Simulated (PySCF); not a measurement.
Calculation: PySCF 2.14.0 with r2SCAN-D4/def2-TZVP. Isolated molecules, 0 K electronic values unless said otherwise. One relaxed conformer stands for a flexible species; it need not be the lowest. 

Reference species (SMILES): `[InH3]` (neutral, multiplicity 1).

The LUMO comes out as -2.30 eV. The HOMO–LUMO gap is 4.99 eV and the HOMO is -7.29 eV.

Changed species: `[NH2][In]([NH2])[NH2]` (3 of 3 H replaced by NH2; the reference has 0 of 3 H replaced by NH2).

Task: Give the shifts of the LUMO, HOMO–LUMO gap and HOMO.

Result: the LUMO increases by 1.04 eV, to -1.26 eV; the HOMO–LUMO gap falls by 0.53 eV, to 4.46 eV; the HOMO rises by 1.58 eV, to -5.71 eV.
